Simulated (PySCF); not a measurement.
Compound: C₆H₉O₂ (charge -1).
Z-matrix (Å and degrees, PBE0-D3(BJ)/def2-SVP geometry), rows numbered from 1:
```
C 
C   1  1.5201
C   2  1.5282  1  113.09
C   3  1.5029  2  112.72  1   178.87
C   4  1.3422  3  125.52  2    81.65
C   5  1.5352  4  127.66  3     2.79
O   6  1.2447  5  114.04  4   169.42
O   6  1.2550  5  116.95  4   -10.57
H   1  1.1022  2  110.34  3    58.90
H   1  1.1047  2  111.86  3   -60.62
H   1  1.1029  2  112.00  3   178.59
H   2  1.1015  1  110.01  3  -117.60
H   2  1.1061  1  110.09  3   123.65
H   3  1.1075  2  109.69  1    56.00
H   3  1.1009  2  106.82  1   -62.46
H   4  1.1009  3  116.33  2   -96.57
H   5  1.0979  4  118.47  3  -179.86
```

Method: PBE0-D3(BJ)/def2-SVP geometry optimisation, gas phase in PySCF 2.14.0.

Masses are those of the commonest isotopes; rigid-rotor values at the optimised geometry. The values belong to one conformer with, in the numbering `[CH3:1][CH2:2][CH2:3]/[CH:4]=[CH:5]\[C:6](=[O:7])[O-:8]`, C1–C2–C3–C4 179°, C2–C3–C4–C5 82°.

Q: What are A, B and C (MHz)?

A: Ia = 120.98, Ib = 446.69, Ic = 533.97 u·Å²; 505379 MHz·u·Å²/I gives A = 4177, B = 1131, C = 946.5 MHz.

Q: What kind of rotor is it?

A: An asymmetric top; Ray's κ = -0.886.

Q: Is it planar, by Δ = Ic − Ia − Ib?

A: Not planar: Δ = Ic − Ia − Ib = -33.71 u·Å². For a rigid frame Δ = −2 Σ m c², so Σ m c² = 16.85 u·Å² lies off the ab plane: 7.38 from hydrogen and 9.47 from heavier atoms. The atom farthest from that plane is 1.33 Å away.

Q: Give the other two planar moments, Paa and Pbb, and the rms extents of the mass along the axes.

A: Paa = Σ m a² = (Ib + Ic − Ia)/2 = 429.84 and Pbb = Σ m b² = (Ia + Ic − Ib)/2 = 104.13 u·Å². With the mass M = 113.06 u, the rms extents √(P/M) along a, b and c are 1.95, 0.96, 0.39 Å.

Q: Give the coordinates in the principal-axis frame, origin at the centre of mass.

A: The sense of each axis is arbitrary; atoms in the order of the calculation.
```csv
atom,mass (u),a (Å),b (Å),c (Å)
C1,12.000,-3.154,-0.850,0.047
C2,12.000,-1.969,-0.039,0.544
C3,12.000,-1.249,0.716,-0.573
C4,12.000,-0.095,1.536,-0.068
C5,12.000,1.135,1.071,0.198
C6,12.000,1.661,-0.358,0.001
O7,15.995,2.894,-0.468,0.133
O8,15.995,0.813,-1.244,-0.267
H9,1.008,-2.827,-1.586,-0.705
H10,1.008,-3.920,-0.211,-0.427
H11,1.008,-3.645,-1.407,0.863
H12,1.008,-1.211,-0.708,0.982
H13,1.008,-2.294,0.666,1.332
H14,1.008,-1.968,1.365,-1.108
H15,1.008,-0.854,-0.042,-1.266
H16,1.008,-0.299,2.602,0.120
H17,1.008,1.894,1.775,0.566
```

Q: Where do the levels up to J = 2 lie, in cm⁻¹?

A: Above 0(0,0):
J = 1: 1(0,1) 0.0693, 1(1,1) 0.1709, 1(1,0) 0.1771
J = 2: 2(0,2) 0.2077, 2(1,2) 0.3034, 2(1,1) 0.3219, 2(2,1) 0.6267, 2(2,0) 0.6269
Those of J = 1 are B + C, A + C and A + B.

Q: Which lines would a microwave search look for?

A: The dipole components (about the centre of mass, as the species is charged) are |μa| = 6.63 D, |μb| = 3.01 D, |μc| = 0.29 D. Intensities carry the squares of the components, which stand as 1.00 : 0.21 : 0.00 (a : b : c). Some lines, for components of 0.1 D or more:

| type | branch | J(Ka,Kc) | MHz | lower level (cm⁻¹) |
| --- | --- | --- | --- | --- |
| b | R | 2(0,2) ← 1(1,1) | 1102 | 0.171 |
| a | Q | 3(1,2) ← 3(1,3) | 1109 | 0.502 |
| c | Q | 1(1,1) ← 1(0,1) | 3046 | 0.069 |
| b | Q | 1(1,0) ← 1(0,1) | 3231 | 0.069 |
| b | R | 3(0,3) ← 2(1,2) | 3332 | 0.303 |
| b | Q | 3(1,2) ← 3(0,3) | 3729 | 0.414 |
| a | R | 2(1,2) ← 1(1,1) | 3971 | 0.171 |
| a | R | 2(1,1) ← 1(1,0) | 4341 | 0.177 |
| b | R | 1(1,1) ← 0(0,0) | 5124 | 0.000 |
| c | R | 1(1,0) ← 0(0,0) | 5309 | 0.000 |
| a | R | 3(2,1) ← 2(2,0) | 6266 | 0.627 |
| b | R | 2(1,2) ← 1(0,1) | 7017 | 0.069 |
| c | R | 2(1,1) ← 1(0,1) | 7571 | 0.069 |
| b | Q | 3(2,1) ← 3(1,2) | 8906 | 0.539 |
| c | Q | 2(2,1) ← 2(1,1) | 9138 | 0.322 |
| b | Q | 2(2,0) ← 2(1,1) | 9146 | 0.322 |
| b | Q | 2(2,1) ← 2(1,2) | 9693 | 0.303 |
| b | R | 2(2,1) ← 1(1,0) | 13478 | 0.177 |
| c | R | 2(2,1) ← 1(1,1) | 13663 | 0.171 |
| c | R | 3(2,1) ← 2(1,1) | 15412 | 0.322 |
| c | Q | 3(3,1) ← 3(2,1) | 15656 | 0.836 |
| b | Q | 3(3,0) ← 3(2,1) | 15657 | 0.836 |
| c | R | 3(2,2) ← 2(1,2) | 15926 | 0.303 |
| c | R | 3(3,1) ← 2(2,1) | 21931 | 0.627 |

Q: Estimate the classical rotational partition function at 10 K, 50 K and 200 K.

A: Point group C1, symmetry number σ = 1; q = (√π/σ)·√((kT/h)³/(ABC)), k/h = 20836.6 MHz/K: 2520 at 10 K, 28200 at 50 K, 225000 at 200 K.

Not checked by PBE0-D3(BJ)/def2-SVP frequencies. Zero-point vibration and centrifugal distortion are left out. A rigid rotor knows nothing of internal rotation, which can split or shift real lines.
